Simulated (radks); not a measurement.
Results of a calculation; reference values are marked as such.
Task: All-electron atom: Tl+ in [Hg]. Level of theory: Dirac Kohn-Sham, PBE, spin-unpolarised, spherical densities, finite nucleus; Fermi nuclear charge, rms radius 5.4759 fm (a radial shooting solver on a logarithmic mesh with Libxc functionals). Some entries of the table are withheld. Estimate them.

orbital,occ.,eigenvalue (eV),<r^2> (bohr^2),<r> (bohr)
1s1/2,2,-85440.02,0.0003691,0.01632
2s1/2,2,-15206.66,0.005550,0.06808
2p1/2,2,-14602.69,0.003911,0.05589
2p3/2,4,-12537.27,0.005095,0.06468
3s1/2,2,-3634.862,0.03599,0.1770
3p1/2,2,-3361.231,0.03273,0.1674
3p3/2,4,-2902.065,0.03909,0.1835
3d3/2,4,-2448.577,0.02987,(1)
3d5/2,6,-2350.508,0.03159,(2)
4s1/2,2,-816.8349,0.1732,0.3916
4p1/2,2,-698.7006,(3),0.3931
4p3/2,4,-587.0734,(4),0.4274
4d3/2,4,-393.8120,0.2171,0.4333
4d5/2,6,-372.9828,0.2281,0.4445
5s1/2,2,-137.8312,0.8650,0.8782
4f5/2,6,-123.5380,0.2594,0.4645
4f7/2,8,-118.9391,0.2667,0.4710
5p1/2,2,-98.1745,1.002,0.9420
5p3/2,4,-77.9741,1.214,1.036
5d3/2,4,-24.0986,2.141,1.352
5d5/2,6,-21.8910,2.323,1.406
6s1/2,2,-16.3018,6.468,2.390

Result: 
(1) 3d3/2 <r> (bohr): 0.1595
(2) 3d5/2 <r> (bohr): 0.1644
(3) 4p1/2 <r^2> (bohr^2): 0.1760
(4) 4p3/2 <r^2> (bohr^2): 0.2077
